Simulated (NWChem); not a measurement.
C$_{2}$H$_{6}$F$_{2}$Si; SMILES FC(F)C[SiH3]

```xyz
11

F      0.3859    -1.3034    -1.0917
C     -0.3957    -1.1229     0.0000
F      0.3859    -1.3034     1.0917
C     -0.9831     0.2638     0.0000
Si     0.2824     1.6826     0.0000
H     -1.1588    -1.9225     0.0000
H     -1.6310     0.3729     0.8847
H     -1.6310     0.3729    -0.8847
H      1.1410     1.6358    -1.2185
H     -0.4875     2.9639     0.0000
H      1.1410     1.6358     1.2185
```
Atoms are numbered in this order, from 1.

Results from NWChem. Medium grid unless said otherwise, to which SCAN and Minnesota functionals are sensitive. Structure relaxed at the PBE0/def2-SVP level. B3LYP is NWChem's, with the RPA form of VWN correlation. Total energies of different functionals are on different scales.

```csv
level,energy (Ha),highest occupied level (eV),orbital gap (eV),dipole (D)
PBE/def2-TZVP,-568.6745,?,7.62,2.08
B3LYP/def2-TZVP,-569.1549,-8.99,9.41,2.20
PBE0/def2-TZVP,-568.7174,-9.20,9.88,2.20
r2SCAN/def2-TZVP,-568.9691,-8.06,8.46,2.16
TPSSh/def2-TZVP,-569.1503,-8.45,8.87,2.15
BLYP/def2-TZVP,-569.0604,-7.66,7.62,2.09
```

Q: What belongs in the gaps?

A: 
- PBE/def2-TZVP, highest occupied level (eV): -7.73
